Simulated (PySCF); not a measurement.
Zn(F)2 anion (F₂Zn), SMILES [F][Zn][F] (connectivity only; charge and spin as stated), charge -1, multiplicity 2. Geometry: PBE-D3(BJ)/def2-SVPD. The multiplicity is an assumed one; other spin states were not compared. The isomer is the one that the SMILES or the coordinates give; other isomers of the formula were not compared.

These are PBE-D3(BJ)/def2-SVPD in PySCF 2.14.0 values and carry that method's errors.

Harmonic wavenumbers (cm⁻¹): 141, 444, 470. Rotational constants (GHz): 23.40, 4.912, 4.059; symmetry number 2.

Q: Work out the zero-point energy and the ideal-gas rigid-rotor harmonic-oscillator thermochemistry at 298.15 K and 1 atm.

A: ZPE = ½ Σ hcν = ½ × 1055 cm⁻¹ = 6.31 kJ/mol. H − E(el) = 19.31 kJ/mol. Entropy in J/(mol K): translation 166.59, rotation 94.85, vibration 18.15, spin 5.76, total 285.36. G − E(el) = -65.77 kJ/mol. Cp = 52.52 J/(mol K). Modes under 150 cm⁻¹ make the vibrational entropy uncertain.
